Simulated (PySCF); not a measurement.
I2, triplet, at a GFN2-xTB geometry (a higher spin typed on purpose: for a closed-shell molecule this is an excited state) (all electrons, no relativity); PBE0/6-311G** in PySCF.

The PySCF input:
```python
from pyscf import gto, scf, dft

mol = gto.Mole()
mol.atom = '''
    I    -0.00000000   -0.00000000   -1.58419703
    I     0.00000000    0.00000000    1.58419703
'''
mol.basis = '6-311g**'
mol.spin = 2
mol.verbose = 4
mol.build()

mf = dft.UKS(mol)
mf.xc = 'pbe0'
mf.kernel()
```

It wrote (shortened):

```
PySCF version 2.14.0

[INPUT] verbose = 4
[INPUT] num. atoms = 2
[INPUT] num. electrons = 106
[INPUT] charge = 0
[INPUT] spin (= nelec alpha-beta = 2S) = 2
[INPUT] symmetry False subgroup None
[INPUT] Mole.unit = angstrom
[INPUT] Symbol           X                Y                Z      unit          X                Y                Z       unit  Magmom
[INPUT]  1 I      0.000000000000   0.000000000000  -1.584197030000 AA    0.000000000000   0.000000000000  -2.993698514049 Bohr   0.0
[INPUT]  2 I      0.000000000000   0.000000000000   1.584197030000 AA    0.000000000000   0.000000000000   2.993698514049 Bohr   0.0

nuclear repulsion = 469.152118494465
number of shells = 48
number of NR pGTOs = 172
number of NR cGTOs = 124
basis = 6-311g**
ecp = {}

******** <class 'pyscf.dft.uks.UKS'> ********
method = UKS
initial guess = minao
damping factor = 0
level_shift factor = 0
DIIS = <class 'pyscf.scf.diis.CDIIS'>
diis_start_cycle = 1
diis_space = 8
diis_damp = 0
SCF conv_tol = 1e-09
SCF conv_tol_grad = None
SCF max_cycles = 50
direct_scf = True
direct_scf_tol = 1e-13
number electrons alpha = 54  beta = 52
XC library pyscf.dft.libxc version 7.1.2
    S. Lehtola, C. Steigemann, M. J. T. Oliveira, and M. A. L. Marques,  SoftwareX 7, 1–5 (2018)
XC functionals = pbe0
    C. Adamo and V. Barone,  J. Chem. Phys. 110, 6158 (1999)
    M. Ernzerhof and G. E. Scuseria,  J. Chem. Phys. 110, 5029 (1999)
radial grids:
    Treutler-Ahlrichs [JCP 102, 346 (1995); DOI:10.1063/1.469408] (M4) radial grids

becke partition: Becke, JCP 88, 2547 (1988); DOI:10.1063/1.454033
pruning grids: <function nwchem_prune>
grids dens level: 3
symmetrized grids: False
atomic radii adjust function: <function treutler_atomic_radii_adjust>
small_rho_cutoff = 0
Set gradient conv threshold to 3.16228e-05
tot grids = 43920
init E= -13763.0678360133

cycle= 1 E= -13837.7727402723  delta_E= -74.7  |g|= 6.17  |ddm|= 2.82
cycle= 2 E= -13837.9879208799  delta_E= -0.215  |g|= 2.15  |ddm|= 1.09
cycle= 3 E= -13838.1452626997  delta_E= -0.157  |g|= 0.618  |ddm|= 0.896
cycle= 4 E= -13838.17481783  delta_E= -0.0296  |g|= 0.0676  |ddm|= 0.353
cycle= 5 E= -13838.1755374097  delta_E= -0.00072  |g|= 0.00501  |ddm|= 0.0642
cycle= 6 E= -13838.1755517836  delta_E= -1.44e-05  |g|= 0.00127  |ddm|= 0.00841
cycle= 7 E= -13838.1755527647  delta_E= -9.81e-07  |g|= 0.000132  |ddm|= 0.00155
cycle= 8 E= -13838.1755527741  delta_E= -9.48e-09  |g|= 2.09e-05  |ddm|= 0.000324
cycle= 9 E= -13838.1755527745  delta_E= -3.18e-10  |g|= 1.07e-06  |ddm|= 6.85e-05
Extra cycle  E= -13838.1755527745  delta_E= 1.09e-11  |g|= 4.18e-07  |ddm|= 3.77e-06
converged SCF energy = -13838.1755527745  <S^2> = 2.0047915  2S+1 = 3.0031927
```
